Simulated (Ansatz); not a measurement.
Basis-set series for Cl3HSeSn (`[Cl][Sn]([Cl])([Cl])[SeH]`). The species carries charge 0 and has multiplicity 1. Sn: def2 effective core potential. The geometry is a stationary point of PBE0-D4/def2-TZVP. It is one conformer, not always the lowest.

```csv
functional,basis,functions,energy (Eh),HOMO (eV),LUMO (eV)
PBE0-D4,def2-TZVPP,238,-3996.55232,-8.06,-2.94
PBE0-D4,def2-QZVPP,411,-3996.64587,-8.08,-2.97
ωB97M-V,def2-TZVPP,238,-3997.02699,-10.23,-0.96
ωB97M-V,def2-QZVPP,411,-3997.11699,-10.26,-1.03
```

Give the rows for def2-SVP. (An estimate is asked.)

Computed: 
| functional | basis | functions | energy (Eh) | HOMO (eV) | LUMO (eV) |
| --- | --- | --- | --- | --- | --- |
| PBE0-D4 | def2-SVP | 117 | -3995.76768 | -7.96 | -2.82 |
| ωB97M-V | def2-SVP | 117 | -3996.24924 | -10.10 | -0.75 |

Scalar relativity is left out up to krypton.
